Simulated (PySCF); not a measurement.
# Tantalum: a sound run and one with changed settings

Sound run: Ta+ [Xe] 4f14 5d3 6s1, Ta(2+) [Xe] 4f14 5d3. All numbers are calculated (PySCF 2.14, scalar relativity through the core potential, in aug-cc-pVDZ-PP with ECP60MDF). The sound run starts from symmetry-adapted Hartree-Fock orbitals and uses a fine grid where one is needed.

Changed run: radial step 0.3 in ln r (0.13 in the sound run). This setting is unsound on purpose.

```tsv
species	method	sound run (hartree)	changed run (hartree)	converged
Ta+	UHF	-56.52867	-56.52867	yes
Ta+	PBE	-57.04402	-57.04274	yes
Ta+	BP86	-57.10662	-57.10592	yes
Ta(2+)	UHF	-56.00772	-56.00772	yes
Ta(2+)	PBE	-56.47714	-56.47563	yes
Ta(2+)	BP86	-56.53598	-56.53519	yes
```

Ionisation energy of Ta+:

| method | sound run (eV) | changed run (eV) |
| --- | --- | --- |
| UHF | 14.176 | 14.176 |
| PBE | 15.426 | 15.432 |
| BP86 | 15.528 | 15.531 |

A coarse radial grid mis-integrates the density and the exchange-correlation energy, with errors of either sign; Hartree-Fock needs no grid.

For comparison, NIST gives 16.2 ± 0.5 eV between the lowest levels.
